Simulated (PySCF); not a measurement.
Two species compared at the same levels of theory.

First species: BF3.
InChI=1S/BF3/c2-1(3)4

Second species: C3H6B2.
Geometry (PBE0-D3(BJ)/def2-SVP, Å), atoms numbered from 1 in this order:
```xyz
11
C3H6B2 angstrom
B     -1.3599   -0.1519    0.1886
C     -0.0266    0.0319   -0.6110
B      0.3382    1.5486   -0.4763
C      1.0271   -0.9386   -0.4023
C      1.9098   -1.7486   -0.2223
H     -2.3245    0.5046   -0.1231
H     -1.4250   -0.9290    1.1090
H     -0.4259    0.0225   -1.6546
H      1.3888    1.8925    0.0065
H     -0.4550    2.3759   -0.8566
H      2.6919   -2.4667   -0.0607
```

Levels: CAM-B3LYP/def2-SVPD for dipole moment, HOMO energy, LUMO energy, HOMO–LUMO gap, static isotropic polarisability and electronic spatial extent ⟨r²⟩ about the centre of nuclear charge; TDDFT CAM-B3LYP/def2-SVPD for lowest singlet excitation; TDA CAM-B3LYP/def2-SVPD for lowest triplet excitation (Tamm–Dancoff). Geometries: PBE0-D3(BJ)/def2-SVP. All species are isolated and taken at one optimised geometry, non-relativistic unless stated; the electronic structure was computed with PySCF and density fitting.

```
                                                         property   column X   column Y
                                                    dipole moment     0.00 D     0.67 D
                                                      HOMO energy  -13.98 eV   -8.91 eV
                                                      LUMO energy    0.51 eV   -1.12 eV
                                                    HOMO–LUMO gap   14.49 eV    7.79 eV
                                        lowest singlet excitation   10.79 eV    4.62 eV
                         lowest triplet excitation (Tamm–Dancoff)   10.54 eV    4.30 eV
                                  static isotropic polarisability    15.8 au    63.1 au
electronic spatial extent ⟨r²⟩ about the centre of nuclear charge  212 bohr²  458 bohr²
```

Problem. Which column belongs to which species?

Solution. Column X is the first species and column Y the second. The first has 4 atoms and 32 electrons, the second 11 and 34.

Problem. How does each property change from the first species to the second?

Solution. dipole moment +0.67 D; HOMO energy +5.07 eV; LUMO energy -1.63 eV; HOMO–LUMO gap -6.70 eV; lowest singlet excitation -6.17 eV; lowest triplet excitation (Tamm–Dancoff) -6.24 eV; static isotropic polarisability +47.3 au; electronic spatial extent ⟨r²⟩ about the centre of nuclear charge +246 bohr².

On the first: Point group D3h forbids a permanent dipole, so the rigid molecule has no electric-dipole pure rotational spectrum. In wavenumbers S1 is 87000 cm⁻¹ (1 eV = 8065.54 cm⁻¹).

On the second: No computed singlet falls in the visible range (750 to 380 nm, 1.65 to 3.26 eV); S1 lies 1.36 eV above its blue end. The 10 singlets span 4.62 to 7.04 eV, and their oscillator strengths add up to 0.06.
